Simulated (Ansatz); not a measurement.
Born–Oppenheimer molecular dynamics of BCl$_{2}$FH$_{2}$ (6 atoms, charge 0, multiplicity 1). It starts at the highest image of a converged band, a first-order saddle point between two minima.

Method: RKS B3LYP-D4/cc-pVDZ (Ansatz 0.2.0).

- ensemble: NVE (velocity Verlet)
- time step: 0.5 fs
- steps asked: 200
- starting velocities drawn for: 100 K
- seed: 8461

First frame:

```xyz
6
Properties=species:S:1:pos:R:3
B -0.107 -0.246 0.051
H -0.095 0.274 1.267
F 1.044 -0.009 -0.585
Cl -1.673 0.055 -0.726
Cl -0.010 -2.218 0.845
H -0.022 -0.755 1.438
```

Q: What does the run give?

A: All steps were run.

| Quantity | Value |
| --- | --- |
| steps done | 200 |
| time covered | 100 fs |
| mean temperature over the second half | 1889 K |
| spread of the potential energy over the second half | 6.4 meV per atom |
| mean potential energy of the second half above the start | -154.2 meV per atom |

The conserved energy stayed within 0.044 meV per atom of its start (net change -0.0063 meV per atom), so the integration is sound. The kinetic energy rose, since the run started high on the potential surface and went downhill. It ends in pieces (BClFH + ClH), so much of that is their flight and rotation, not heat. A run of 0.1 ps of so small a system gives no equilibrium averages. The orbitals stay closed-shell, which can raise the energy where a bond breaks towards radicals; this wasn't checked here.

Q: What happens to the structure?

A: Between its relaxed ends the band would form B1–Cl5, H2–H6 and break B1–H2, Cl5–H6. These pairs go: B1–Cl5 2.13 → 4.31 Å, H2–H6 1.05 → 5.02 Å, B1–H2 1.32 → 1.23 Å, Cl5–H6 1.58 → 1.31 Å. In the last frame they stand as before the step (other bonds may differ from the relaxed reactants and products). It ends as BClFH + ClH. Pairs count as bonded within 1.25 times the sum of covalent radii (0.12 Å more for H–H). Another seed would give other details.

Q: How do temperature and energy run in time?

A: 
```csv
time (fs),T (K),potential energy less start (eV),conserved less start (meV/atom)
0,100,0.000,0.00
5,45,0.029,0.03
10,42,0.030,0.02
15,97,0.002,0.01
20,169,-0.035,0.04
25,491,-0.202,0.02
30,1066,-0.500,-0.04
35,1504,-0.726,-0.03
40,1729,-0.842,0.00
45,1705,-0.829,0.03
50,1801,-0.879,0.03
55,1874,-0.917,-0.01
60,1956,-0.960,-0.04
65,1855,-0.908,-0.01
70,1791,-0.874,0.02
75,1874,-0.917,0.02
80,1816,-0.887,0.01
85,1868,-0.914,0.00
90,1905,-0.933,0.00
95,2021,-0.993,0.00
100,2051,-1.009,-0.01
```

Run time: 8.3 min on 1 thread of Arm Neoverse V2, on a shared host, peak memory 0.17 GiB.
